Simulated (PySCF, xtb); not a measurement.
B(F)(Et)(vinyl) (C4H8BF), SMILES CCB(F)C=C.

GFN2-xTB in xtb at its own geometry gives an orbital gap of 3.44 eV and a dipole moment of 1.78 D.

Geometry optimised at PBE0-D3(BJ)/def2-SVP. The values are those of a single conformer.

What does PBE/def2-TZVP (PySCF) give? (An estimate is asked for; the answer gives what the named calculation found.)

gap 4.53 eV (levels -6.91 and -2.38 eV), dipole 1.58 D.
